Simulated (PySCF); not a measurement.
# H₄TeO: from structure and modes to constants

All numbers come from PBE0/[Te def2-SVP with ECP28, O def2-SVP, H def2-SVP], scalar-relativistic core potentials, density fitting, no spin–orbit coupling, PySCF.

The singlet minimum has C2v symmetry. Masses (u): Te 129.90622, O 15.99492, H 1.00782.

```xyz
6
charge 0 multiplicity 1, angstrom
Te   -0.1797    0.0000    0.0000
O     1.6533    0.0000    0.0000
H    -0.2875    0.0000    1.7382
H    -0.2875    0.0000   -1.7382
H    -1.2793    1.3081    0.0000
H    -1.2793   -1.3081    0.0000
```

Harmonic wavenumbers (cm⁻¹): 326.6 (b1, ×1), 621.0 (a1, ×1), 644.3 (b2, ×1), 819.9 (a1, ×1), 827.1 (b1, ×1), 937.2 (a1, ×1), 1049.7 (b2, ×1), 1108.8 (a2, ×1), 1790.9 (b2, ×1), 1818.0 (a1, ×1), 1940.5 (b1, ×1), 1973.9 (a1, ×1).

Problem. What is the harmonic zero-point energy?

Solution. Half the sum of all 12 wavenumbers, 13858/2 = 6929 cm⁻¹, which is 82.9 kJ/mol (1 cm⁻¹ = 0.0119627 kJ/mol).

Problem. Find the vibrational entropy and heat capacity at 298.15 K.

Solution. With u = 1.43878 ω/T, each mode gives S = R[u/(eᵘ−1) − ln(1−e⁻ᵘ)] and C = R u² eᵘ/(eᵘ−1)².
| ω (cm⁻¹) | u | S (J/(mol K)) | C (J/(mol K)) |
| --- | --- | --- | --- |
| 326.6 | 1.576 | 5.34 | 6.79 |
| 621.0 | 2.997 | 1.74 | 4.13 |
| 644.3 | 3.109 | 1.59 | 3.93 |
| 819.9 | 3.957 | 0.80 | 2.59 |
| 827.1 | 3.991 | 0.78 | 2.54 |
| 937.2 | 4.523 | 0.50 | 1.89 |
| 1049.7 | 5.065 | 0.32 | 1.36 |
| 1108.8 | 5.351 | 0.25 | 1.14 |
| 1790.9 | 8.642 | 0.01 | 0.11 |
| 1818.0 | 8.773 | 0.01 | 0.10 |
| 1940.5 | 9.364 | 0.01 | 0.06 |
| 1973.9 | 9.526 | 0.01 | 0.06 |
The sums over all modes are S = 11.4 and C = 24.7 J/(mol K); the softest mode gives 47 % of the entropy.

Problem. Give the standard entropy (298.15 K, 1 bar) by its translational, rotational, vibrational and spin parts, and Cp.

Solution. Sackur–Tetrode with M = 149.93 u gives 171.3; rotation with symmetry number 2 gives 85.6; vibration 11.4; spin R ln 1 = 0.0. The total is 268.3 J/(mol K), and Cp = 4 R + 24.7 = 58.0 J/(mol K).

This need not be the most stable arrangement of these atoms.
